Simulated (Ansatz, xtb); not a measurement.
# Two isomers of FH6InSi2

We compare a, `F[SiH2][InH][SiH3]`, a singlet, with b, `F[SiH2][SiH2][InH2]`, a singlet. Both are isolated molecules in the gas phase, relaxed with PBE0-D3(BJ)/def2-SVP; each stands in its lowest conformer found.

Estimate which is lower in electronic energy at CCSD(T)/def2-SVP + ΔMP2/def2-TZVPP, and by roughly how much.

Not settled: CCSD(T)/def2-SVP + ΔMP2/def2-TZVPP gives E(b) − E(a) = +0.184 eV, but this leans on the basis-set step: CCSD(T) alone gives +0.013 eV.

The same difference at several levels:

```
                             level              geometry  E(b) − E(a) (eV)  departure from the last row (eV)  job, with rough time for the two
              PBE0-D3(BJ)/def2-SVP  PBE0-D3(BJ)/def2-SVP              −0.003                            −0.187             optimisation, 2.7 min
                       HF/def2-SVP  PBE0-D3(BJ)/def2-SVP              +0.176                            −0.008           part of the CCSD(T) run
                      MP2/def2-SVP  PBE0-D3(BJ)/def2-SVP              +0.001                            −0.183           part of the CCSD(T) run
                  CCSD(T)/def2-SVP  PBE0-D3(BJ)/def2-SVP              +0.013                            −0.171                      single point
CCSD(T)/def2-SVP + ΔMP2/def2-TZVPP  PBE0-D3(BJ)/def2-SVP              +0.184                                                  single point, 36 s
```

As drawn, b has 1 Si–Si, 1 In–H in place of 1 In–Si, 1 Si–H.

PBE0-D3(BJ)/def2-SVP, MP2/def2-SVP, CCSD(T)/def2-SVP find them nearly level. The largest departure from CCSD(T)/def2-SVP + ΔMP2/def2-TZVPP is that of PBE0-D3(BJ)/def2-SVP, 0.187 eV. Levels run at GFN2-xTB geometries aren't shown. The last row adds to CCSD(T) the change of the MP2 difference between the two basis sets, here +0.171 eV, a large step that makes the value less sure.

With harmonic frequencies from PBE0-D3(BJ)/def2-SVP (ideal gas, rigid rotor, one conformer each, 298.15 K, 1 atm): on the last row, ΔE + ΔZPE = +0.169 eV. A mode under 50 cm⁻¹ makes harmonic enthalpies and free energies unreliable, so none is given.

The correlated steps freeze 15 core orbitals; the filled d shell of In is correlated, in a basis made for valence electrons. Atoms past krypton carry core potentials in the def2 sets and no spin–orbit term is included. Run with Ansatz 0.2.0; the last row on 2 threads of Intel(R) Xeon(R) Platinum 8259CL CPU @ 2.50GHz (Skylake/Cascade Lake) on a shared host.
